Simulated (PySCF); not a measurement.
C5H5N3.
Atom-mapped SMILES: `[H]/[N:1]=[CH:2]\[c:3]1[n:4][cH:5][cH:6][cH:7][n:8]1` (hydrogens: H9 on N1; H10 on C2; H11 on C5; H12 on C6; H13 on C7)

Geometry (GFN2-xTB, Å), atoms numbered from 1 in this order:
```xyz
13
C5H5N3 angstrom
N      2.856    0.960    0.302
C      2.172   -0.043   -0.016
C      0.698   -0.113   -0.037
N      0.144   -1.265   -0.403
C     -1.175   -1.320   -0.419
C     -1.965   -0.230   -0.073
C     -1.286    0.924    0.293
N      0.032    0.985    0.312
H      2.289    1.771    0.558
H      2.683   -0.955   -0.306
H     -1.606   -2.266   -0.722
H     -3.041   -0.278   -0.087
H     -1.806    1.830    0.580
```

The closed-shell SCF was solved with PySCF and density fitting under several settings on one GFN2-xTB geometry (grid level 2 and gas phase unless stated).

```csv
settings,basis functions,SCF cycles,E (Eh),HOMO (eV),LUMO (eV),dipole (D)
HCTH407/6-31G-J,116,16,-357.6480,-5.66,-2.90,4.83
"PBE/pcSseg-1, IEF-PCM chloroform",161,14,-357.3140,-6.01,-2.93,5.60
```

**Question.** Estimate the rows for these settings: (1) wB97X-D/6-31++G**, fitting basis def2-universal-jkfit; (2) B97-2/Sadlej pVTZ, grid level 3, energy threshold 1e-08 Eh.

**Answer.** 
```csv
settings,basis functions,SCF cycles,E (Eh),HOMO (eV),LUMO (eV),dipole (D)
"wB97X-D/6-31++G**, fitting basis def2-universal-jkfit",174,11,-357.6540,-9.48,-0.33,4.88
"B97-2/Sadlej pVTZ, grid level 3, energy threshold 1e-08 Eh",237,10,-357.7205,-7.28,-2.12,4.54
```

**Question.** Over all rows, what range does the HOMO–LUMO gap span?

**Answer.** From 2.76 eV (HCTH407/6-31G-J) to 9.15 eV (wB97X-D/6-31++G**, fitting basis def2-universal-jkfit). The functional of the narrowest has no exact exchange, that of the widest range-separated exact exchange.

Whole jobs, the steps after the SCF included, on an Arm Neoverse V1 with one thread, shared host:

```json
{"settings": "HCTH407/6-31G-J", "work after the SCF": "spin–spin couplings from 13 perturbed nuclei, spin–dipole term for 3 of them", "wall time": "22 s", "peak memory": "0.49 GiB"}
{"settings": "PBE/pcSseg-1, IEF-PCM chloroform", "work after the SCF": "shieldings, ring-centre shieldings", "wall time": "13 s", "peak memory": "0.65 GiB"}
{"settings": "wB97X-D/6-31++G**, fitting basis def2-universal-jkfit", "work after the SCF": "3 singlets by full TDDFT, 5 Tamm–Dancoff triplets, polarisability, density and orbital grids written", "wall time": "28 s", "peak memory": "0.79 GiB"}
{"settings": "B97-2/Sadlej pVTZ, grid level 3, energy threshold 1e-08 Eh", "work after the SCF": "shieldings, ring-centre shieldings", "wall time": "44 s", "peak memory": "0.90 GiB"}
```

wB97X-D ran without the empirical dispersion term, which would shift the total energy alone. Cycle counts include a coarse-grid stage where the run had one. All basis functions are spherical, in the Pople sets too. One conformer (not necessarily the lowest) at the GFN2-xTB geometry, without vibrations or thermal averaging.
